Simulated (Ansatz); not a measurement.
Relaxation of BClH$_{6}$NP (10 atoms, charge 0, multiplicity 1), to a largest force component of 0.03 eV/Å in at most 50 steps.

Method: RKS r2SCANh-D4/6-31G* (Ansatz 0.2.0).

```xyz
10
Properties=species:S:1:pos:R:3
B 0.044 0.625 -0.322
H -0.418 -0.152 1.899
Cl 1.505 -0.340 -0.665
N -1.166 0.133 -0.796
H -1.244 -0.724 -1.326
H -2.045 0.596 -0.616
P 0.081 2.309 0.605
H 1.309 2.089 1.279
H 0.696 3.024 -0.466
H -0.385 0.396 2.344
```

Where does it end, and by what steps?

The run converged. The force dipped under the threshold on the way, but the program's further checks kept it going. After 41 steps the energy has fallen by 0.245 eV; H8 moved furthest, 1.88 Å.

```csv
step,energy less start (eV),largest force component (eV/Å),accepted
0,0.0000,1.223,yes
2,-0.1527,0.293,yes
4,-0.1657,0.188,no
6,-0.1697,0.064,yes
8,-0.1706,0.065,yes
10,-0.1715,0.130,yes
12,-0.1722,0.051,yes
14,-0.1732,0.150,yes
16,-0.1746,0.086,yes
18,-0.1750,0.021,yes
20,-0.1769,0.266,yes
22,-0.1817,0.084,yes
24,-0.1899,0.252,yes
26,-0.2189,0.205,yes
28,-0.2265,0.147,yes
30,-0.2351,0.141,yes
32,-0.2399,0.067,yes
34,-0.2425,0.073,yes
36,-0.2443,0.042,yes
38,-0.2447,0.044,yes
40,-0.2453,0.078,yes
41,-0.2454,0.019,yes
```

```xyz
10
Properties=species:S:1:pos:R:3
B 0.373 0.726 -0.280
H -1.139 -0.540 2.164
Cl 1.715 -0.446 -0.356
N -0.899 0.287 -0.639
H -1.086 -0.663 -0.927
H -1.711 0.884 -0.629
P 0.721 2.479 0.447
H 1.828 2.784 -0.384
H -0.228 3.194 -0.334
H -1.196 -0.751 2.872
```

Whether the end is a true minimum wasn't checked by a vibrational analysis.

Run time: 2.5 min on 2 threads of Arm Neoverse V1 (shared host), peak memory 0.18 GiB.
